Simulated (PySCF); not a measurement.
Rh (rhodium, neutral) across methods

[Kr] 4d7 5s1 5p1, one real determinant (an excited configuration). Calculation: PySCF 2.14, in aug-cc-pwCVTZ-DK; the spin-free X2C one-electron Hamiltonian (Gaussian nucleus).

```csv
method,E (hartree),mean ε 4d β (eV),mean ε 5s α (eV),mean ε 5p α (eV),Σ⟨r²⟩ (bohr²),⟨S²⟩
BP86,-4783.90,-9.149,-7.032,-2.629,62.40,8.751
PBE0,-4782.99,-10.683,-7.747,-3.220,62.25,8.751
PBE,-4782.92,-8.967,-6.892,-2.532,62.83,8.751
r2SCAN,-4783.32,-9.160,-7.146,-2.685,61.68,8.752
BLYP,-4783.48,-8.986,-6.703,-2.310,63.51,8.751
UHF,-4780.94422,-15.075,-9.812,-5.034,62.93,8.755
LDA,-4778.10,-9.008,-7.109,-2.598,62.30,8.750
```

Question: Estimate the same row for MN15.

Answer: E (hartree) = -4786.63; mean ε 4d β (eV) = -11.613; mean ε 5s α (eV) = -8.283; mean ε 5p α (eV) = -3.514; Σ⟨r²⟩ (bohr²) = 62.24; ⟨S²⟩ = 8.751.

⟨L²⟩ = 13.82 against 20 for a pure G term, so this real determinant mixes terms.
